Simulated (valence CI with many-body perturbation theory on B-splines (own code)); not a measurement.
# Os⁵³⁺: fill in the table

Computed by valence CI with perturbative core correlation (CI+MBPT): five valence electrons over a frozen Dirac-Fock core [Ar], radial functions for each j: 7 s, 7 p, 8 d, 6 f, 4 g, 1 h, with the one-electron correlation potential Σ1 (screened to all orders), the two-electron term Σ2, the three-electron term Σ3, Breit, model QED; selected single and double excitations, second order for the rest (own B-spline code, finite nucleus).

The last digits are not significant, and no measured levels were compared; by estimate large intervals hold to a few tenths of a per cent, small ones and those within an open d or f shell to about a per cent. Among the levels kept, up to 250 cm⁻¹ of a level comes from second order outside the variational space, and about a tenth of that is noise between levels of different J, which matters for small intervals. The list stops below the first excitations out of the core. Only levels of the ground parity were solved; by the run's estimate the other parity begins above the list, which can be wrong where configurations are misplaced.

| Level | E (cm⁻¹) |
| --- | --- |
| (3d3/2^4 3d5/2) J=5/2 | 0 |
| (3d3/2^3 3d5/2^2) J=5/2 [a] | ? |
| (3d3/2^3 3d5/2^2) J=7/2 [a] | 641680 |
| (3d3/2^3 3d5/2^2) J=11/2 | 651450 |
| (3d3/2^3 3d5/2^2) J=3/2 [a] | ? |
| (3d3/2^3 3d5/2^2) J=9/2 | 699270 |
| (3d3/2^3 3d5/2^2) J=5/2 [b] | 731570 |
| (3d3/2^3 3d5/2^2) J=1/2 | 764330 |
| (3d3/2^3 3d5/2^2) J=7/2 [b] | ? |
| (3d3/2^3 3d5/2^2) J=3/2 [b] | 914430 |
| (3d3/2^2 3d5/2^3) J=5/2 [a] | ? |
| (3d3/2^2 3d5/2^3) J=7/2 [a] | ? |
| (3d3/2^2 3d5/2^3) J=11/2 | 1253400 |
| (3d3/2^2 3d5/2^3) J=9/2 [a] | 1270700 |
| (3d3/2^2 3d5/2^3) J=13/2 | 1294800 |
| (3d3/2^2 3d5/2^3) J=1/2 [a] | 1313300 |
| (3d3/2^2 3d5/2^3) J=3/2 [a] | 1323100 |
| (3d3/2^2 3d5/2^3) J=5/2 [b] | 1331600 |
| (3d3/2^2 3d5/2^3) J=9/2 [b] | 1375200 |
| (3d3/2^2 3d5/2^3) J=7/2 [b] | ? |

Levels are named by their leading jj configuration (3d3/2^4 stands for four electrons in 3d with j = 3/2), which in mixed levels can hold well under half, so a name can repeat and another be missing. Letters in brackets count levels of one name in rising energy.

(1) The levels stand in rising order. What does the calculation give for the missing energies?

## Answers

(1) (3d3/2^3 3d5/2^2) J=5/2 [a] 545470; (3d3/2^3 3d5/2^2) J=3/2 [a] 658080; (3d3/2^3 3d5/2^2) J=7/2 [b] 768270; (3d3/2^2 3d5/2^3) J=5/2 [a] 1178000; (3d3/2^2 3d5/2^3) J=7/2 [a] 1251100; (3d3/2^2 3d5/2^3) J=7/2 [b] 1395500.
